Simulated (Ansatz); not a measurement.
```yaml
crystal:
  periodic: [false, false, false]
  atoms:
    - {symbol: Al, position_ang: [-2.286312, -0.082981, 0.267251]}
    - {symbol: Si, position_ang: [-0.429437, -0.151583, 0.672124]}
    - {symbol: C, position_ang: [1.185203, 1.144017, 0.548812]}
    - {symbol: B, position_ang: [0.789969, 0.262881, -1.068672]}
    - {symbol: C, position_ang: [1.130263, -0.872164, -0.484107]}
    - {symbol: H, position_ang: [-3.447748, -0.223399, 1.121380]}
    - {symbol: H, position_ang: [-2.873011, 0.268435, -1.237661]}
    - {symbol: H, position_ang: [0.239678, -1.162634, 2.019149]}
    - {symbol: H, position_ang: [0.869183, 2.217889, 0.301837]}
    - {symbol: H, position_ang: [1.884813, 0.891492, 1.100450]}
    - {symbol: H, position_ang: [0.860707, 0.881803, -2.063070]}
    - {symbol: H, position_ang: [1.920740, -1.358345, -0.122962]}
    - {symbol: H, position_ang: [0.432861, -1.684015, -1.610839]}
basis:
  gaussian: {orbitals: def2-TZVPP, fitting: {mean_field: cc-pVTZ-jkfit}}
hamiltonian: {xc: {name: wB97X-V}}
scf: {lower_state_search: light}
```

```sh
$ ansatz run in.yaml --threads 4 --pin off --events-out ev --progress --plain --max-ram 10444MiB
```

Output, abridged:

```
Functional definition: wB97X-V
719 factors; integrals over basis functions are off by at most 9.9e-1 eV
719 factors; integrals over basis functions are off by at most 1.5e-6 eV
mean field evaluation 1: about -17332.8038 eV, gradient 6.2e1 eV
mean field evaluation 2: about -17325.1720 eV, gradient 7.8e1 eV
mean field evaluation 4: about -17342.7437 eV, gradient 3.6e0 eV
mean field evaluation 8: about -17342.7943 eV, gradient 1.6e-1 eV
mean field evaluation 16: about -17342.7953 eV, gradient 8.6e-4 eV
mean field -17342.79530262 eV, -637.3359720025 hartree, gradient 2.6e-5 eV, S^2 0.000000; 0 other end points of the search recorded, 0 dependent functions left out
reference -17342.79529998 eV, -637.3359719053 hartree; 26, 26 occupied and 263, 263 virtual orbitals, 719 factors
Total energy: -17342.79529998 eV, -637.3359719053 hartree
```

Hardware: 4 threads of an AMD EPYC 9R45 on a shared host. Wall time 3.5 s, peak host memory 1 GiB.
